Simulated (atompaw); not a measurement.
# antimony: one change to a PAW (atompaw) potential, before and after

| Quantity | Value |
| --- | --- |
| Element | antimony |
| Generator | atompaw 4.2.0.5 |
| Type | PAW |
| Functional | LDA (PW92) |
| Relativity | scalar-relativistic |
| Frozen core | [Ar] 3d10 |
| Valence charge | 23 |
| Reference configuration | 4s2 4p6 4d10 5s2 5p3 |
| Partial waves | 4s (bound): rc 1.35 bohr; 5s (bound): rc 1.65 bohr; 4p (bound): rc 1.40 bohr; 5p (bound): rc 1.65 bohr; 4d (bound): rc 1.65 bohr; 4d channel at -0.1 Ry: rc 1.25 bohr |
| Local potential | troulliermartins scheme with l = 3 at 0 Ry, radius 1.20 bohr |
| Core correction | smooth core density matched at 1.20 bohr |
| Augmentation charge | besselshape compensation charge, radius 1.25 bohr; PAW radius 1.65 bohr; waves and projectors: custom rrkj vanderbiltortho |

All-electron outer shells of the reference configuration (LDA (PW92), scalar-relativistic, ld1.x):

| shell | level (eV) | outermost node (bohr) | outermost maximum (bohr) |
| --- | --- | --- | --- |
| 3p | -749.96 | 0.13 | 0.30 |
| 3d | -516.12 | – | 0.24 |
| 4s | -148.50 | 0.39 | 0.73 |
| 4p | -101.61 | 0.39 | 0.76 |
| 4d | -33.56 | 0.38 | 0.84 |
| 5s | -13.09 | 0.95 | 1.88 |
| 5p | -4.99 | 1.04 | 2.32 |

Change: local potential troulliermartins scheme with l = 3 at 0 Ry, radius 1.32 bohr.

Cutoffs: the cutoffs (Ry, on a coarse ladder) from which the occupation-weighted sum of valence levels, in a spherical-Bessel basis at the reference potential, stays within 10 and 1 mRy of its value at 400 Ry; they do not see the model core or the augmentation charge, which bear on the density cutoff.

Problem. What does the change do?

Solution. The potential gets neither clearly harder nor softer (60 Ry and 100 Ry → 60 Ry and 100 Ry); the bound ghost in s disappears. A state that the projectors do not describe sees the local part alone, so a deeper or shallower local part can create or remove a ghost.

```csv
quantity,base,changed
"cutoff, loose",60 Ry,60 Ry
"cutoff, tight",100 Ry,100 Ry
bound ghosts,s,none
s: phases at 1.66 bohr within 0.05 rad from the reference energy up to (Ry; the scan ends near 5),0.0,0.1
p: phases at 1.66 bohr within 0.05 rad from the reference energy up to (Ry; the scan ends near 5),1.3,1.5
d: phases at 1.66 bohr within 0.05 rad from the reference energy up to (Ry; the scan ends near 5),3.0,3.7
lowest overlap eigenvalue by channel,"s 0.40, p 0.57, d 0.12","s 0.40, p 0.57, d 0.18"
```

 A true bound ghost makes a file unfit for plane-wave use even where its test errors are small: the radial tests pick states by their node count and pass the ghost by. The cutoffs see the waves, projectors and local potential, not the compensation charge or the core.
